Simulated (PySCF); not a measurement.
C2H7ClOSn, SMILES [CH3][Sn]([CH3])([OH])[Cl].

The structure is a stationary point at PBE-D3(BJ)/def2-SVP. The def2 effective core potentials stand for the cores of Sn; spin–orbit coupling is left out. One conformer was computed; it need not be the lowest.

The numbers are results of M06-2X/def2-TZVP in PySCF, not measurements.

Isolated molecule, no solvent.

```
Quantity                                                                                                       Result
---------------------------------------------------------------------------------------------  ----------------------
total energy                                                                                       -830.15510 hartree
highest occupied level                                                                                       -9.36 eV
lowest empty level                                                                                            0.20 eV
orbital gap                                                                                                   9.56 eV
dipole moment                                                                                                  2.99 D
quadrupole, principal values (traceless, Buckingham form, about the centre of nuclear charge)  -10.44, 0.92, 9.52 D·Å
mean static polarisability                                                                      78.6 bohr³ (11.64 Å³)
polarisability, principal values                                                               70.1, 81.6, 84.0 bohr³
```
